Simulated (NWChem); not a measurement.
Molecule: ZrN3H5; SMILES [NH]=[Zr]([NH2])[NH2]

```xyz
9

Zr    -0.0425    -0.0001     0.2001
N     -1.7950     0.0058    -0.2791
H     -2.7541    -0.0025    -0.6128
N      0.8876     1.7872    -0.2533
H      0.4333     2.6179    -0.6280
H      1.8926     1.9495    -0.3153
N      0.8813    -1.7909    -0.2536
H      1.8856    -1.9559    -0.3184
H      0.4239    -2.6208    -0.6258
```
Atoms are numbered in this order, from 1.

Computed with NWChem. Medium grid unless said otherwise, to which SCAN and Minnesota functionals are sensitive. All runs use the structure optimised with PBE0/def2-SVP. No frequency run checked for a minimum. def2 effective core potentials on Zr; no spin-orbit coupling. Hybrids' shares of exact exchange are those that their runs print; pure functionals count as 0. The functionals differ in more than this share.

```csv
row,share of exact exchange,orbital gap (eV)
PBE/def2-SVP,0.00,2.41
SCAN/def2-SVP,0.00,2.95
B3LYP/def2-SVP,0.20,withheld
M06-2X/def2-SVP,0.54,6.17
M05-2X/def2-SVP,0.56,6.53
```

Fit a straight line of the last column on the one before it, predict the withheld value, and compare with the run.


1. Means of the 4 shown rows: x = 0.275, y = 4.515. Slope Σ(x − x̄)(y − ȳ)/Σ(x − x̄)² = 2.022/0.3027 = 6.680; intercept 2.678.
2. The shown rows scatter about the line by 0.207 (root mean square); the largest residual is +0.27, at SCAN/def2-SVP.
3. At x = 0.20 (B3LYP/def2-SVP; inside the shown range) the line gives 4.01.
4. The run gives 3.85, -0.16 from the line, 0.8 times the scatter.
